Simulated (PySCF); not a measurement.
C₇H₆Cl₂.
Structure used (GFN2-xTB), in Å, numbered top down from 1:
```
atom  x, y, z in Å
C1    -2.160   -1.508   -0.059
C2    -0.986   -0.903   -0.063
C3     0.402   -1.269   -0.390
C4     0.867   -0.031   -0.093
C5     2.175    0.642   -0.122
Cl6    2.231    1.763   -1.534
Cl7    3.509   -0.524   -0.249
C8    -0.483    0.469    0.258
C9    -1.002    1.614    0.660
H10   -2.263   -2.540   -0.349
H11   -3.057   -0.989    0.231
H12    0.861   -2.178   -0.728
H13    2.350    1.259    0.762
H14   -2.057    1.715    0.846
H15   -0.392    2.489    0.808
```

Computed with PBE0/def2-SVPD in PySCF (dipole) on a GFN2-xTB geometry, gas phase.

Take the most abundant isotopes and a rigid rotor. The values belong to one conformer with, in the numbering `[CH2:1]=[C:2]1[CH:3]=[C:4]([CH:5]([Cl:6])[Cl:7])[C:8]1=[CH2:9]`, C3–C4–C5–Cl6 105°.

(1) Give the principal moments of inertia and the rotational constants in MHz.

(2) Classify the top.

(3) What does the inertial defect say?

(4) Give the other two planar moments, Paa and Pbb, and the rms extents of the mass along the axes.

(5) List the rotational levels J(Ka,Kc) to J = 4 (MHz).

(6) Which types of transition are allowed, and where do some lines up to J = 3 fall?

Results:

(1) Ia = 265.14, Ib = 661.00, Ic = 829.67 u·Å²; 505379 MHz·u·Å²/I gives A = 1906, B = 764.6, C = 609.1 MHz.

(2) An asymmetric top; Ray's κ = -0.760.

(3) Not planar: Δ = Ic − Ia − Ib = -96.47 u·Å². For a rigid frame Δ = −2 Σ m c², so Σ m c² = 48.24 u·Å² lies off the ab plane: 7.12 from hydrogen and 41.11 from heavier atoms. The atom farthest from that plane is 1.49 Å away.

(4) Paa = Σ m a² = (Ib + Ic − Ia)/2 = 612.77 and Pbb = Σ m b² = (Ia + Ic − Ib)/2 = 216.90 u·Å². With the mass M = 159.98 u, the rms extents √(P/M) along a, b and c are 1.96, 1.16, 0.55 Å.

(5) Above 0(0,0):
J = 1: 1(0,1) 1374, 1(1,1) 2515, 1(1,0) 2671
J = 2: 2(0,2) 4106, 2(1,2) 5107, 2(1,1) 5573, 2(2,1) 8998, 2(2,0) 9013
J = 3: 3(0,3) 8169, 3(1,3) 8986, 3(1,2) 9918, 3(2,2) 13119, 3(2,1) 13192, 3(3,1) 19224, 3(3,0) 19225
J = 4: 4(0,4) 13523, 4(1,4) 14143, 4(1,3) 15691, 4(2,3) 18602, 4(2,2) 18816, 4(3,2) 24746, 4(3,1) 24753, 4(4,1) 33257, 4(4,0) 33257
Those of J = 1 are B + C, A + C and A + B.

(6) The dipole components are |μa| = 1.52 D, |μb| = 0.25 D, |μc| = 0.76 D. The squared components, which scale the intensities, stand as 1.00 : 0.03 : 0.25 (a : b : c). Some lines, for components of 0.1 D or more:

```
type  branch         J(Ka,Kc)    MHz  lower level (cm⁻¹)
   c       Q  3(1,3) ← 3(0,3)    817               0.272
   a       Q  3(1,2) ← 3(1,3)    932               0.300
   b       Q  1(1,0) ← 1(0,1)   1297               0.046
   b       Q  2(1,1) ← 2(0,2)   1467               0.137
   b       R  2(0,2) ← 1(1,1)   1591               0.084
   a       R  2(0,2) ← 1(0,1)   2733               0.046
   a       R  2(1,1) ← 1(1,0)   2903               0.089
   b       R  3(0,3) ← 2(1,2)   3062               0.170
   b       Q  3(2,1) ← 3(1,2)   3274               0.331
   b       Q  2(2,0) ← 2(1,1)   3439               0.186
   b       R  2(1,2) ← 1(0,1)   3734               0.046
   a       R  3(2,2) ← 2(2,1)   4121               0.300
   b       Q  3(2,2) ← 3(1,3)   4133               0.300
   a       R  3(1,2) ← 2(1,1)   4344               0.186
   c       R  3(1,2) ← 2(0,2)   5812               0.137
   c       Q  3(3,1) ← 3(2,1)   6032               0.440
   b       R  2(2,1) ← 1(1,0)   6327               0.089
   c       R  2(2,1) ← 1(1,1)   6483               0.084
   b       R  2(2,0) ← 1(1,1)   6498               0.084
   b       R  3(2,1) ← 2(1,2)   8085               0.170
   c       R  3(3,1) ← 2(2,1)  10226               0.300
```

Not checked by GFN2-xTB frequencies. These are rigid-rotor constants of the computed structure; measured ground-state constants (B0) also hold zero-point vibration. Quadrupole hyperfine structure (35Cl) is left out.

The run took 84 s wall on one thread of an Arm Neoverse N1, shared host. This is the PBE0/def2-SVPD job that gave the dipole, with the excitations it also computed.
